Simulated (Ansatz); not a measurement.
Ansatz (a quantum-chemistry and plane-wave program) input (B3LYP-D3(BJ)/def2-TZVP):

Ansatz 0.2 input:
```yaml
crystal:
  periodic: [false, false, false]
  atoms:
    - {symbol: F, position_ang: [-1.46765236, -0.29091169, 0.03213502]}
    - {symbol: C, position_ang: [-0.59791644, 0.67053518, -0.01923397]}
    - {symbol: Cl, position_ang: [0.98802176, -0.08264740, -0.01022420]}
basis:
  gaussian:
    orbitals: def2-TZVP
hamiltonian:
  xc: b3lyp
  dispersion: d3bj
phonons: {temperatures: {t_min: 298.15, t_max: 298.15, t_step: 100}}
```

Output:

```
Functional definition: B3LYP
integrals: 0.02 GiB planned
599 factors; their error is unknown
mean field: 0.24 GiB planned
mean field evaluation 1: about -16275.3419 eV, gradient 2.1e1 eV
mean field evaluation 2: about -16274.6810 eV, gradient 3.0e1 eV
mean field evaluation 4: about -16275.9864 eV, gradient 7.4e-1 eV
mean field evaluation 8: about -16275.9871 eV, gradient 3.1e-2 eV
mean field evaluation 16: about -16276.0255 eV, gradient 5.3e-5 eV
mean field -16276.02553628 eV, -598.1329061719 hartree, gradient 5.3e-5 eV, S^2 0.000000; 0 other end points of the search recorded, 0 dependent functions left out
the calculation of the forces begins
reference -16276.02572003 eV, -598.1329129246 hartree; 16, 16 occupied and 83, 83 virtual orbitals, 599 factors
these checks for a lower state are left out or cut short: stability, starts, cluster_reference, orbital_swaps, neighbouring_geometries, increment
integrals: 0.02 GiB planned
599 factors; their error is unknown
mean field: 0.24 GiB planned
mean field -16276.02546626 eV, -598.1329035989 hartree, gradient 2.2e-6 eV, S^2 0.000000; 0 other end points of the search recorded, 0 dependent functions left out
the calculation of the forces begins
reference -16276.02565005 eV, -598.1329103530 hartree; 16, 16 occupied and 83, 83 virtual orbitals, 599 factors
these checks for a lower state are left out or cut short: stability, starts, cluster_reference, orbital_swaps, neighbouring_geometries, increment
integrals: 0.02 GiB planned
599 factors; their error is unknown
mean field: 0.24 GiB planned
mean field evaluation 32: about -16276.0255 eV, gradient 2.2e-6 eV
mean field -16276.02546891 eV, -598.1329036961 hartree, gradient 2.2e-6 eV, S^2 0.000000; 0 other end points of the search recorded, 0 dependent functions left out
the calculation of the forces begins
reference -16276.02565262 eV, -598.1329104473 hartree; 16, 16 occupied and 83, 83 virtual orbitals, 599 factors
these checks for a lower state are left out or cut short: stability, starts, cluster_reference, orbital_swaps, neighbouring_geometries, increment
integrals: 0.02 GiB planned
599 factors; their error is unknown
mean field: 0.24 GiB planned
mean field -16276.02549140 eV, -598.1329045226 hartree, gradient 2.2e-6 eV, S^2 0.000000; 0 other end points of the search recorded, 0 dependent functions left out
the calculation of the forces begins
reference -16276.02567517 eV, -598.1329112762 hartree; 16, 16 occupied and 83, 83 virtual orbitals, 599 factors
these checks for a lower state are left out or cut short: stability, starts, cluster_reference, orbital_swaps, neighbouring_geometries, increment
integrals: 0.02 GiB planned
599 factors; their error is unknown
mean field: 0.24 GiB planned
mean field -16276.02550667 eV, -598.1329050839 hartree, gradient 2.2e-6 eV, S^2 0.000000; 0 other end points of the search recorded, 0 dependent functions left out
the calculation of the forces begins
reference -16276.02569039 eV, -598.1329118355 hartree; 16, 16 occupied and 83, 83 virtual orbitals, 599 factors
these checks for a lower state are left out or cut short: stability, starts, cluster_reference, orbital_swaps, neighbouring_geometries, increment
integrals: 0.02 GiB planned
599 factors; their error is unknown
mean field: 0.24 GiB planned
mean field -16276.02543287 eV, -598.1329023718 hartree, gradient 2.2e-6 eV, S^2 0.000000; 0 other end points of the search recorded, 0 dependent functions left out
the calculation of the forces begins
reference -16276.02561659 eV, -598.1329091234 hartree; 16, 16 occupied and 83, 83 virtual orbitals, 599 factors
these checks for a lower state are left out or cut short: stability, starts, cluster_reference, orbital_swaps, neighbouring_geometries, increment
integrals: 0.02 GiB planned
599 factors; their error is unknown
mean field: 0.24 GiB planned
mean field evaluation 64: about -16276.0254 eV, gradient 2.2e-6 eV
mean field -16276.02543005 eV, -598.1329022682 hartree, gradient 2.2e-6 eV, S^2 0.000000; 0 other end points of the search recorded, 0 dependent functions left out
the calculation of the forces begins
reference -16276.02561383 eV, -598.1329090219 hartree; 16, 16 occupied and 83, 83 virtual orbitals, 599 factors
these checks for a lower state are left out or cut short: stability, starts, cluster_reference, orbital_swaps, neighbouring_geometries, increment
integrals: 0.02 GiB planned
599 factors; their error is unknown
mean field: 0.24 GiB planned
mean field -16276.02549814 eV, -598.1329047702 hartree, gradient 2.2e-6 eV, S^2 0.000000; 0 other end points of the search recorded, 0 dependent functions left out
the calculation of the forces begins
reference -16276.02568184 eV, -598.1329115213 hartree; 16, 16 occupied and 83, 83 virtual orbitals, 599 factors
these checks for a lower state are left out or cut short: stability, starts, cluster_reference, orbital_swaps, neighbouring_geometries, increment
integrals: 0.02 GiB planned
599 factors; their error is unknown
mean field: 0.24 GiB planned
mean field -16276.02550079 eV, -598.1329048677 hartree, gradient 2.2e-6 eV, S^2 0.000000; 0 other end points of the search recorded, 0 dependent functions left out
the calculation of the forces begins
reference -16276.02568458 eV, -598.1329116219 hartree; 16, 16 occupied and 83, 83 virtual orbitals, 599 factors
these checks for a lower state are left out or cut short: stability, starts, cluster_reference, orbital_swaps, neighbouring_geometries, increment
integrals: 0.02 GiB planned
599 factors; their error is unknown
mean field: 0.24 GiB planned
mean field -16276.02552111 eV, -598.1329056143 hartree, gradient 2.2e-6 eV, S^2 0.000000; 0 other end points of the search recorded, 0 dependent functions left out
the calculation of the forces begins
reference -16276.02570484 eV, -598.1329123665 hartree; 16, 16 occupied and 83, 83 virtual orbitals, 599 factors
these checks for a lower state are left out or cut short: stability, starts, cluster_reference, orbital_swaps, neighbouring_geometries, increment
integrals: 0.02 GiB planned
599 factors; their error is unknown
mean field: 0.24 GiB planned
mean field evaluation 96: about -16276.0255 eV, gradient 2.2e-6 eV
mean field -16276.02552121 eV, -598.1329056182 hartree, gradient 2.2e-6 eV, S^2 0.000000; 0 other end points of the search recorded, 0 dependent functions left out
the calculation of the forces begins
reference -16276.02570497 eV, -598.1329123712 hartree; 16, 16 occupied and 83, 83 virtual orbitals, 599 factors
these checks for a lower state are left out or cut short: stability, starts, cluster_reference, orbital_swaps, neighbouring_geometries, increment
integrals: 0.02 GiB planned
599 factors; their error is unknown
mean field: 0.24 GiB planned
mean field -16276.02552198 eV, -598.1329056466 hartree, gradient 2.2e-6 eV, S^2 0.000000; 0 other end points of the search recorded, 0 dependent functions left out
the calculation of the forces begins
reference -16276.02570575 eV, -598.1329123997 hartree; 16, 16 occupied and 83, 83 virtual orbitals, 599 factors
these checks for a lower state are left out or cut short: stability, starts, cluster_reference, orbital_swaps, neighbouring_geometries, increment
integrals: 0.02 GiB planned
599 factors; their error is unknown
mean field: 0.24 GiB planned
mean field -16276.02550406 eV, -598.1329049877 hartree, gradient 2.2e-6 eV, S^2 0.000000; 0 other end points of the search recorded, 0 dependent functions left out
the calculation of the forces begins
reference -16276.02568779 eV, -598.1329117399 hartree; 16, 16 occupied and 83, 83 virtual orbitals, 599 factors
Total energy: -16276.09243139 eV, -598.1353645221 hartree
Atom 0 at    -1.467652    -0.290912     0.032135 Å, force    -0.000003    -0.000015     0.000001 eV/Å
Atom 1 at    -0.597916     0.670535    -0.019234 Å, force     0.000013     0.000017    -0.000001 eV/Å
Atom 2 at     0.988022    -0.082647    -0.010224 Å, force    -0.000010    -0.000002     0.000000 eV/Å
Dipole moment:     0.037667    -0.161962     0.006116 e Å
Vibrations: 440.84 733.37 1169.70 cm⁻¹, zero-point energy 0.145304 eV
```
